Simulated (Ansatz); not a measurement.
```yaml
crystal:
  periodic: [false, false, false]
  atoms:
    - {symbol: Pt, position_ang: [-1.471731, 0.924045, -0.250671]}
    - {symbol: S, position_ang: [-1.771731, 0.924045, -0.550671]}
    - {symbol: S, position_ang: [1.770744, -0.922961, 0.555631]}
basis:
  gaussian: {orbitals: def2-mTZVP, nuclear_model: gaussian}
hamiltonian: {xc: {name: BLYP}}
scf: {omitted_lower_state_checks: [starts]}
output: {forces: true}
```

```sh
$ ansatz run in.yaml --threads 4 --pin off --events-out ev --progress --plain --max-ram 3916MiB
```

Output, abridged:

```
Functional definition: BLYP
801 factors; their error is unknown
mean field evaluation 1: about -21836.8878 eV, gradient 6.1e1 eV
mean field evaluation 2: about -21808.9812 eV, gradient 9.2e1 eV
mean field evaluation 4: about -21841.2103 eV, gradient 1.6e1 eV
mean field evaluation 8: about -21841.9084 eV, gradient 5.6e0 eV
mean field evaluation 16: about -21842.3797 eV, gradient 6.7e0 eV
mean field evaluation 32: about -21842.5071 eV, gradient 1.5e-6 eV
a density is far from that of the atoms, so the factors are made again for it
850 factors; integrals over basis functions are off by at most 8.1e-5 eV
mean field -21842.50493028 eV, -802.6972508062 hartree, gradient 5.3e-6 eV, S^2 0.000000; 0 other end points of the search recorded, 0 dependent functions left out
reference -21842.50521652 eV, -802.6972613252 hartree; 25, 25 occupied and 55, 55 virtual orbitals, 850 factors
Total energy: -21842.50521652 eV, -802.6972613252 hartree
Atom 0 at    -1.471731     0.924045    -0.250671 Å, force 14325.158243     0.359851 14325.632881 eV/Å
Atom 1 at    -1.771731     0.924045    -0.550671 Å, force -14324.603609    -0.618556 -14325.419475 eV/Å
Atom 2 at     1.770744    -0.922961     0.555631 Å, force    -0.554634     0.258706    -0.213406 eV/Å
Dipole moment:    -0.928278     0.304242    -0.526987 e Å
Checks for a lower state left out: starts
```

In this input one atom was put on top of another. The run converged. The result belongs to that input, not to the species as meant.

In the def2 sets Pt takes a core potential; there is no spin–orbit coupling. The restricted singlet is unstable towards broken spin symmetry at other levels; at RKS BLYP/def2-mTZVP this wasn't settled.
